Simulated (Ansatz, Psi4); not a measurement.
Ansatz (a quantum-chemistry and plane-wave program) was given this input:
Ansatz 0.2 input:
```yaml
crystal:
  periodic: [false, false, false]
  atoms:
    - {symbol: F, position_ang: [0.01244044, -1.03918526, -0.82138004]}
    - {symbol: C, position_ang: [-0.00000000, 0.00000000, 0.00000000]}
    - {symbol: F, position_ang: [-0.17290567, 1.13627641, -0.65856320]}
    - {symbol: F, position_ang: [-1.00801634, -0.07122209, 0.85647908]}
    - {symbol: F, position_ang: [1.16848156, -0.02586906, 0.62346417]}
basis:
  gaussian:
    orbitals: cc-pVDZ
hamiltonian:
  xc: blyp
total_charge: 1
magnetization: {spin_polarized: true, initial_magnetization: 1}
accuracy: high
```

### Question
Give the equivalent Psi4 input.

### Answer
This is not unique; one that fits is 
```
memory 2 GB

molecule {
1 2
F     0.01244044   -1.03918526   -0.82138004
C    -0.00000000    0.00000000    0.00000000
F    -0.17290567    1.13627641   -0.65856320
F    -1.00801634   -0.07122209    0.85647908
F     1.16848156   -0.02586906    0.62346417
}

set {
  basis cc-pvdz
  reference uks
  scf_type pk
  puream true
  d_convergence 1e-8
  dft_radial_points 99
  dft_spherical_points 590
}

energy('blyp')
print_variables()
```

Both were run: Ansatz gave -436.947015 Eh and Psi4 -436.947014 Eh, 0.001 mEh apart.
